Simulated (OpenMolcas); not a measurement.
## Mn4+ in a ligand field

Mn4+ with 6 ligands (chloride) in octahedral coordination (Oh) at 2.29 Å. A charge of +0.333 e stands 2.8 Å behind each ligand. Ligand basis ANO-RCC-VDZP.

* Program: OpenMolcas
* Method: SS-CASPT2, IPEA 0.25 Eh, imaginary shift 0.1 Eh (closed shells correlated: 3s 3p and the ligand valence shells)
* Basis: ANO-RCC-VDZP [5s4p2d1f]
* Scalar Hamiltonian: DKH2, point nucleus
* Active space: 3 electrons in 5 orbitals (3d)
* State averaging: 2S+1 = 4 even, 10 roots; 2S+1 = 2 even, 40 roots
* Spin-orbit coupling: RASSI with atomic mean-field integrals over the reference wave functions

The lowest spin-free states (labels of O, the rotations of Oh), above the lowest:

```tsv
State	Degeneracy	E (cm-1)
4A2	1	0
2E	2	12390
2S+1 = 2	3	12810
2S+1 = 2	3	21160
4T2	3	26880
2S+1 = 2	3	29870
4T1	3	32290
2S+1 = 2	1	32960
2S+1 = 2	3	35920
2E	2	37500
2S+1 = 2	3	38230
2S+1 = 2	1	45770
2S+1 = 2	3	45860
2E	2	57800
2S+1 = 2	3	57840
4T1	3	59210
2S+1 = 2	3	62910
2S+1 = 2	3	66470
2S+1 = 2	3	76550
2E	2	91320
```

The lowest levels with spin-orbit coupling:

| E (cm-1) | Degeneracy | Label | 2S+1 | g |
| --- | --- | --- | --- | --- |
| 0 | 4 | Γ8 | 4 |  |
| 12380 | 4 | Γ8 | 2 |  |
| 12780 | 4 | Γ8 | 2 |  |
| 12890 | 2 |  | 2 | 0.67 0.67 0.67 |
| 21170 | 4 | Γ8 | 2 |  |
| 21180 | 2 |  | 2 | 0.46 0.46 0.46 |
| 26720 | 2 |  | 4 | 2.93 2.93 2.93 |
| 26800 | 4 | Γ8 | 4 |  |
| 26960 | 4 | Γ8 | 4 |  |
| 26980 | 2 |  | 4 | 2.40 2.40 2.40 |
| 29880 | 4 | Γ8 | 2 |  |
| 29940 | 2 |  | 2 | 1.59 1.59 1.59 |
| 32220 | 2 |  | 4 (86 %) | 3.24 3.24 3.24 |
| 32290 | 2 |  | 4 | 1.85 1.85 1.85 |
| 32290 | 4 | Γ8 | 4 |  |
| 32330 | 4 | Γ8 | 4 |  |
| 33100 | 2 |  | 2 (86 %) | 2.33 2.33 2.33 |
| 35690 | 2 |  | 2 | 0.51 0.51 0.51 |
| 36070 | 4 | Γ8 | 2 |  |
| 37500 | 4 | Γ8 | 2 |  |

Powder χT (cm3 K/mol): 1.84 at 2 K, 1.84 at 10 K, 1.84 at 50 K, 1.85 at 100 K, 1.85 at 200 K, 1.85 at 300 K. The effective moment at 300 K is 2.828 √(χT) = 3.85 μB.

The lowest level has 2S+1 = 4, for which the spin-only value is χT = S(S+1) / 2 = 1.875 cm3 K/mol (g = 2). The computed 1.853 at 300 K differs by -0.022, through orbital momentum, spin-orbit coupling and any other state in reach.

Roots that are degenerate in the reference are averaged as groups; the widest CASPT2 spread within a group is 990 cm-1 (the 3-fold group of multiplicity 2 near 29900 cm-1 above the lowest state of its run). Shifts and gaps below about the spread of the groups concerned are not significant. Over all roots computed the reference weight is 0.58 to 0.61; a low but even weight reflects the number of correlated electrons. The least metal-like active orbital is 68 % on the metal (Löwdin) and no ligand orbital is active, so the numbers are rough. Ligand-to-metal charge-transfer states are missing. These CASPT2 states fit no ligand-field parameters well, so their order and spin gaps are uncertain. With no ligand orbital active B as a rule stays too high, so bands that hang on it stand too high and its fall with covalency is understated. With one d shell and no ligand orbital active, 10Dq can be off by a tenth or more. No measured value stands beside these numbers; the geometry is a model, was not optimised and need not be the one that this ion takes.
